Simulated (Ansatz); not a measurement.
Mulliken charges of BFH5InSSi, SMILES `B[SiH](F)[S][InH2]` from ωB97M-V/def2-TZVPP in Ansatz (PBE0-D4/def2-TZVP geometry).

```
atom   x (Å)   y (Å)   z (Å)  charge (e)
  B1   1.064  -0.277   0.274      -0.314
 Si2  -0.343  -1.596   0.173       0.437
  F3  -0.076  -3.120  -0.213      -0.295
  S4  -0.001  -0.281  -1.523      -0.273
 In5  -0.511   1.819  -0.274       0.442
  H6   2.231  -0.457   0.121       0.106
  H7   0.805   0.727   0.969       0.031
  H8  -1.722  -1.517   0.701      -0.020
  H9  -1.882   1.648   0.718      -0.063
 H10   0.436   3.055  -0.947      -0.051
```

Q: By hand: the dipole of these point charges (1 e Å = 4.8032 D).

A: Σ q r = (-0.295, 0.935, 0.379) e Å, of length 1.051 e Å = 5.05 D.

Q: How does the dipole of the full density compare? (Estimate.)

A: Computed: (-0.310, 0.473, 0.155) e Å, 2.82 D; the point charges give 1.79 times that, at 16° from its direction.

Point charges leave out the atoms' own dipoles, such as those of lone pairs, and Mulliken's split depends on the basis, so the two needn't agree.
